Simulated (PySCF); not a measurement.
## Excitation energy of Ne²⁺ by level of theory

Ne²⁺ [He] 2s2 2p4 (3P) → Ne²⁺ [He] 2s1 2p5 (3P), as a difference of total energies. Computed with PySCF 2.14 in x2c-TZVPPall (5s3p2d1f, 31 functions), with the spin-free X2C one-electron Hamiltonian (Gaussian nucleus). Correlated levels: valence and next inner shell: nothing frozen. The calculations carry no spin-orbit coupling.

| method | excitation energy (eV) |
| --- | --- |
| UHF | 26.644 |
| MP2 (valence and next inner shell) | 25.633 |
| SCS-MP2 (valence and next inner shell) | 25.557 |
| CCSD (valence and next inner shell) | 25.452 |
| CCSD(T) (valence and next inner shell) | 25.413 |

**Question.** How much does correlation contribute at CCSD(T) (valence and next inner shell)?

**Answer.** 25.413 − (26.644) = -1.231 eV, measured against UHF.
